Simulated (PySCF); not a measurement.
Pb(Cl)2 cation (Cl₂Pb), SMILES [Cl][Pb][Cl] (connectivity only; charge and spin as stated), charge +1, multiplicity 2. Coordinates come from a PBE-D3(BJ)/def2-TZVP optimisation. The multiplicity is an assumed one; other spin states were not compared. The isomer is the one that the SMILES or the coordinates give; other isomers of the formula were not compared. The def2 effective core potentials stand for the cores of Pb; spin–orbit coupling is left out.

Method: PBE-D3(BJ)/def2-TZVP (PySCF).

Harmonic wavenumbers (cm⁻¹): 170, 223, 301. Rotational constants (GHz): 3.866, 2.032, 1.332; symmetry number 2.

### Question
Work out the zero-point energy and the ideal-gas rigid-rotor harmonic-oscillator thermochemistry at 298.15 K and 1 atm.

### Answer
ZPE = ½ Σ hcν = ½ × 694 cm⁻¹ = 0.99 kcal/mol. H − E(el) = 4.34 kcal/mol. Entropy in cal/(mol K): translation 42.77, rotation 26.44, vibration 5.78, spin 1.38, total 76.37. G − E(el) = -18.43 kcal/mol. Cp = 13.31 cal/(mol K).
